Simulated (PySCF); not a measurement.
# What PySCF settings do for MgSe

Base input, run as `OMP_NUM_THREADS=1 python input.py` with PySCF 2.14:

```python
from pyscf import gto, dft
from pyscf.geomopt.geometric_solver import optimize

mol = gto.M(
    atom='Mg 0 0 0; Se 0 0 2.297',
    basis='def2-svp',
    charge=0,
    spin=0,
    verbose=4,
)
mf = dft.RKS(mol, xc='revtpss')
mf.kernel()
g = mf.nuc_grad_method()
g.grid_response = True
mol_eq = optimize(g.as_scanner(), maxsteps=30)
print('optimised geometry (angstrom)')
print(mol_eq.tostring('raw'))
print('orbital energies (hartree):', mf.mo_energy[..., max(0, mol.nelec[1]-3):mol.nelec[0]+3].round(4))
```

Base result: E(SCF) = -2600.547811 Eh, 12 cycles, all at the start geometry; optimised bond 2.279 Å with E = -2600.547881 Eh after 4 steps. The last line lists the levels of the start geometry. Stability towards an unrestricted solution was not tested.

Hardware: Arm Neoverse V2, 1 thread, shared host. Wall time 14 s, peak memory 0.31 GiB.

Each row names what differs from the base; energies in brackets are changes from the base.

| change | result | wall time (s) |
| --- | --- | --- |
| integration grid: default → 0 [unsound on purpose] | E(SCF) = -2600.525185 Eh (+0.6157 eV), 12 cycles, all at the start geometry; optimised bond 2.256 Å with E = -2600.525521 Eh after 4 steps | 5.8 |
| smearing width (hartree): none → 0.001; step after the SCF: optimize → none | E(SCF) = -2600.547805 Eh (+0.0001 eV), 13 cycles, μz(SCF) = -6.96 D | 3.7 |
| initial guess: minao → 1e | E(SCF) = -2600.547811 Eh (+0.0000 eV), 15 cycles, all at the start geometry; optimised bond 2.279 Å with E = -2600.547881 Eh after 4 steps | 15 |
| electric field along z (a.u.): none → 0.005; step after the SCF: optimize → analyze | E(SCF) = -2600.535496 Eh (+0.3351 eV), 12 cycles, μz(SCF) = -5.54 D | 3.5 |
| basis set: def2-svp → lanl2dz; core potential: off → on | E(SCF) = -10.037632 Eh, 10 cycles, all at the start geometry; optimised bond 2.327 Å with E = -10.037818 Eh after 4 steps | 3.6 |
| spin-free X2C: off → on [basis contracted without relativity] | E(SCF) = -2622.762592 Eh, 11 cycles, all at the start geometry; optimised bond 2.270 Å with E = -2622.762747 Eh after 4 steps | 15 |
| basis set: def2-svp → crenbl; core potential: off → on | the SCF does not converge, then it stops with RuntimeError (Nuclear gradients of <pyscf.scf.hf.RKS_Scanner object> not converged) after the SCF | 17 |
| integration grid: default → 1 | E(SCF) = -2600.547780 Eh (+0.0008 eV), 12 cycles, all at the start geometry; optimised bond 2.277 Å with E = -2600.547868 Eh after 4 steps | 8 |
| basis set: def2-svp → 6-31g* | E(SCF) = -2600.599726 Eh (-1.4127 eV), 12 cycles, all at the start geometry; optimised bond 2.275 Å with E = -2600.599832 Eh after 4 steps | 21 |
| step after the SCF: optimize → gradient | E(SCF) = -2600.547811 Eh (+0.0000 eV), 12 cycles, μz(SCF) = -6.97 D, gradient on the second atom 0.0041 Eh/bohr | 4.8 |

Question: Order these changes by how far they move the SCF energy from the base, largest first: (1) electric field along z (a.u.): none → 0.005; step after the SCF: optimize → analyze; (2) initial guess: minao → 1e; (3) integration grid: default → 1.

Answer: (1) +0.3351 eV, (3) +0.0008 eV, (2) +0.0000 eV.
